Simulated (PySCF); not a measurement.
## Two-component Hartree-Fock for Pd¹⁹⁺ (palladium, charge +19)

Start: [Ar] 3d9; 3d3/2 filled at m_j = -1/2, +1/2, +3/2; 3d5/2 filled at m_j = -5/2, -3/2, -1/2, +1/2, +3/2, +5/2. Calculated with PySCF 2.14 in an uncontracted even-tempered set (17 s from 2.1 bohr⁻², ratio 2.8; 12 p from 2.7 bohr⁻², ratio 2.8; 8 d from 2.7 bohr⁻², ratio 2.8; 4 f from 13 bohr⁻², ratio 3): generalised Hartree-Fock with the X2C-1e Hamiltonian and a Gaussian nucleus; one run each with spin-orbit coupling (SO) screened by Boettger's factors, then bare. This is a chosen level, not necessarily the ground level.

| spinor shell | electrons | ε, screened SO (eV) | ε, bare SO (eV) | weight of nominal j (bare SO) | rms radius, bare SO (bohr) |
| --- | --- | --- | --- | --- | --- |
| 1s1/2 | 2 | -25040.0 | -25039.9 | 1.000 | 0.0365 |
| 2s1/2 | 2 | -4209.4 | -4209.4 | 1.000 | 0.149 |
| 2p1/2 | 2 | -3935.8 | -3941.3 | 1.000 | 0.130 |
| 2p3/2 | 4 | -3776.3 | -3774.1 | 1.000 | 0.135 |
| 3s1/2 | 2 | -1207.1 | -1207.1 | 1.000 | 0.397 |
| 3p1/2 | 2 | -1095.8 | -1096.8 | 0.996 | 0.389 |
| 3d3/2 | 3 | -883.05 | -884.05 | 0.972 | 0.369 |
| 3d5/2 | 6 | -877.28 | -876.66 | 0.986 | 0.372 |

Task: Where does 3p3/2 lie, and what is the 3p spin-orbit splitting (bare SO)?

Result: At -1068.7 eV, 28.108 eV above 3p1/2.

| quantity | screened SO | bare SO |
| --- | --- | --- |
| E (hartree) | -4885.78340 | -4885.83193 |
| M_J | 3/2 | 3/2 |
| ⟨J²⟩ | 3.750 | 3.750 |
| ⟨L²⟩ | 6.008 | 6.009 |
| ⟨S²⟩ | 0.758 | 0.759 |

Each row is a mean over spinors that exchange with the open shell spreads, by up to 13.073 eV (3p1/2).

Breit and QED terms are absent; they matter most for the inner s and p1/2 levels.

Densities and radii are taken from the X2C orbitals without a picture-change correction, which distorts them close to the nucleus.
